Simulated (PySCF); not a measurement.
Sr: ionisation energy

Sr [Kr] 5s2 (1S) → Sr⁺ [Kr] 5s1 (2S), as a difference of total energies. Computed with PySCF 2.14 in x2c-TZVPall (8s6p6d1f, 63 functions), with the spin-free X2C one-electron Hamiltonian (Gaussian nucleus). Correlated levels: valence: [Kr] frozen. The calculations carry no spin-orbit coupling.

```csv
method,ionisation energy (eV),error (eV)
UHF,4.746,-0.949
M06-2X,5.917,+0.222
r2SCAN,5.428,-0.267
MP2 (valence),5.216,-0.479
SCS-MP2 (valence),5.310,-0.385
```

Reference: 5.695 eV (measured; NIST Atomic Spectra Database, ionization energies).

Errors of the correlated levels include the incompleteness of this basis and the frozen core.

MP2 underrates the near-degeneracy of ns² with np² in the lower species.
